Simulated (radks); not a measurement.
The numbers below are computed, except where a source is named.
Question: Species: the tin ion Sn2+. Configuration: [Kr] 4d10 5s2. Code: a radial shooting solver on a logarithmic mesh with Libxc functionals. Model: Dirac Kohn-Sham, PBEsol, spin-unpolarised, spherical densities, point nucleus. Some entries of the table are withheld. Estimate them.

orbital,occ.,eigenvalue (eV),<r> (bohr),r(max) (bohr)
1s1/2,2,-28997.62,0.02906,0.01878
2s1/2,2,-4391.461,0.1252,0.1063
2p1/2,2,-4103.709,0.1058,(1)
2p3/2,4,-3873.252,0.1112,(2)
3s1/2,2,-861.3867,0.3393,0.3079
3p1/2,2,-744.4913,0.3300,0.2942
3p3/2,4,-702.4110,0.3413,0.3045
3d3/2,4,-495.6423,0.3126,0.2493
3d5/2,6,-486.9527,0.3162,0.2522
4s1/2,2,-151.1460,0.8185,0.7456
4p1/2,2,-112.2634,0.8655,(3)
4p3/2,4,-104.6648,0.8953,(4)
4d3/2,4,-43.8223,1.084,0.8813
4d5/2,6,-42.7708,1.098,0.8910
5s1/2,2,-26.1551,2.208,1.942

Answer: 
(1) 2p1/2 r(max) (bohr): 0.08181
(2) 2p3/2 r(max) (bohr): 0.08633
(3) 4p1/2 r(max) (bohr): 0.7716
(4) 4p3/2 r(max) (bohr): 0.7964
